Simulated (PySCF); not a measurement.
Isomers of C6H11PSi, mass 142.037 u with the commonest isotopes. Theory: PBE0-D3(BJ)/def2-SVP geometry optimisation, gas phase in PySCF 2.14.0. One conformer each, none proved a minimum here; rigid rotors.

**Question.** Order these by radius of gyration √(Σ m r²/M), smallest first.
A. `Cc1cc([SiH3])c(C)[pH]1`
B. `[SiH3:1][CH2:2][P:3]1[CH:4]=[CH:5][CH2:6][CH:7]=[CH:8]1` with Si1–C2–P3–C4 -48°, C2–P3–C4–C5 121°, C4–C5–C6–C7 -12°, C5–C6–C7–C8 12°, C2–P3–C8–C7 -121°
C. `[CH3:1][SiH2:2][P:3]1[CH:4]=[CH:5][CH2:6][CH:7]=[CH:8]1` with C1–Si2–P3–C4 -173°, Si2–P3–C4–C5 109°, C4–C5–C6–C7 -6°, C5–C6–C7–C8 5°, Si2–P3–C8–C7 -109°

**Answer.** B (2.077 Å), C (2.180 Å), A (2.235 Å).

**Question.** Order these by rotational constant C, largest first.
A. `Cc1cc([SiH3])c(C)[pH]1`
B. `[SiH3:1][CH2:2][P:3]1[CH:4]=[CH:5][CH2:6][CH:7]=[CH:8]1` with Si1–C2–P3–C4 -48°, C2–P3–C4–C5 121°, C4–C5–C6–C7 -12°, C5–C6–C7–C8 12°, C2–P3–C8–C7 -121°
C. `[CH3:1][SiH2:2][P:3]1[CH:4]=[CH:5][CH2:6][CH:7]=[CH:8]1` with C1–Si2–P3–C4 -173°, Si2–P3–C4–C5 109°, C4–C5–C6–C7 -6°, C5–C6–C7–C8 5°, Si2–P3–C8–C7 -109°

**Answer.** B (1004 MHz), C (818.7 MHz), A (720.7 MHz).

**Question.** Order these by rotational constant A, largest first.
A. `[SiH3:1][CH2:2][P:3]1[CH:4]=[CH:5][CH2:6][CH:7]=[CH:8]1` with Si1–C2–P3–C4 -48°, C2–P3–C4–C5 121°, C4–C5–C6–C7 -12°, C5–C6–C7–C8 12°, C2–P3–C8–C7 -121°
B. `[CH3:1][SiH2:2][P:3]1[CH:4]=[CH:5][CH2:6][CH:7]=[CH:8]1` with C1–Si2–P3–C4 -173°, Si2–P3–C4–C5 109°, C4–C5–C6–C7 -6°, C5–C6–C7–C8 5°, Si2–P3–C8–C7 -109°
C. `Cc1cc([SiH3])c(C)[pH]1`

**Answer.** B (2716 MHz), C (2191 MHz), A (2100 MHz).

```json
{"SMILES": "Cc1cc([SiH3])c(C)[pH]1", "point group": "C1", "Ia (u·Å²)": "230.69", "Ib (u·Å²)": "486.85", "Ic (u·Å²)": "701.24", "κ": "-0.57", "μa (D)": "0.64", "μb (D)": "0.28", "μc (D)": "0.56"}
{"SMILES": "[SiH3]CP1C=CCC=C1", "point group": "near Cs", "Ia (u·Å²)": "240.69", "Ib (u·Å²)": "480.92", "Ic (u·Å²)": "503.43", "κ": "-0.91", "μa (D)": "0.64", "μb (D)": "0.75", "μc (D)": "0.12"}
{"SMILES": "C[SiH2]P1C=CCC=C1", "point group": "C1", "Ia (u·Å²)": "186.09", "Ib (u·Å²)": "546.34", "Ic (u·Å²)": "617.32", "κ": "-0.89", "μa (D)": "0.42", "μb (D)": "0.73", "μc (D)": "1.00"}
```
